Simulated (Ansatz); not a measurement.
Geometry optimisation, Ansatz 0.2.0, RKS PBE0/def2-SVP.

Input:

```yaml
crystal:
  periodic: [false, false, false]
  atoms:
    - { symbol: Ga, position_ang: [0.0, 0.0, 0.0] }
    - { symbol: H, position_ang: [0.0, 0.0, 1.57] }
    - { symbol: O, position_ang: [1.5501, 0.0, -0.895] }
    - { symbol: H, position_ang: [1.85, -0.9519, -1.0499] }
    - { symbol: Cl, position_ang: [-1.9398, 0.0, -1.12] }
basis:
  gaussian: { orbitals: def2-SVP }
hamiltonian:
  xc: pbe0
relax:
  f_tol: 0.02
  max_steps: 40
output:
  orbitals: {}
```

Run as:

```bash
$ ansatz run input.yaml --threads 1 --pin off --max-ram 2048MiB --backend cpu --events-out ev --progress --plain --runs-dir out
```

Where does it end, and by what steps?

The forces met the threshold. After 12 steps the energy has fallen by 0.378 eV; H4 moved furthest, 0.65 Å.

| step | energy less start (eV) | largest force component (eV/Å) | accepted |
| --- | --- | --- | --- |
| 0 | 0.0000 | 2.049 | yes |
| 1 | -0.1306 | 0.765 | yes |
| 2 | -0.1500 | 0.364 | yes |
| 3 | -0.1071 | 2.549 | no |
| 4 | -0.1787 | 0.611 | yes |
| 5 | -0.2076 | 1.242 | yes |
| 6 | -0.3067 | 0.543 | yes |
| 7 | -0.3051 | 0.536 | no |
| 8 | -0.3317 | 0.353 | yes |
| 9 | -0.3606 | 0.267 | yes |
| 10 | -0.3770 | 0.070 | yes |
| 11 | -0.3776 | 0.022 | yes |
| 12 | -0.3776 | 0.011 | yes |

```xyz
5
Properties=species:S:1:pos:R:3
Ga 0.030 -0.068 0.150
H -0.113 0.260 1.652
O 1.610 -0.399 -0.581
H 1.585 -0.592 -1.525
Cl -1.651 -0.153 -1.190
```

Whether the end is a true minimum wasn't checked by a vibrational analysis.

Time of the run: 35 s on 1 thread of Arm Neoverse V1 (shared host), peak memory 0.15 GiB.
